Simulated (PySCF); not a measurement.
Level of theory: PySCF with PBE-D3(BJ)/def2-TZVP // PBE0-D3(BJ)/def2-SVP. Isolated molecules, 0 K electronic values unless said otherwise. One relaxed conformer stands for a flexible species; it need not be the lowest. Excitations are Tamm–Dancoff values on a coarser integration grid. The basis has no diffuse functions, so Rydberg states are missing or too high.

Reference species (SMILES): `B[C@H]1CC[C@@H](C#N)CC1` (neutral, multiplicity 1).

The S1 excitation (TDA) is 4.81 eV and the T1 excitation (TDA) comes out as 4.36 eV.

Changed species: `B[C@@H]1CCCC[C@H]1C#N`.

Give the shifts of the S1 excitation (TDA) and T1 excitation (TDA).

the S1 excitation (TDA) falls by 0.08 eV, to 4.73 eV; the T1 excitation (TDA) falls by 0.03 eV, to 4.33 eV.
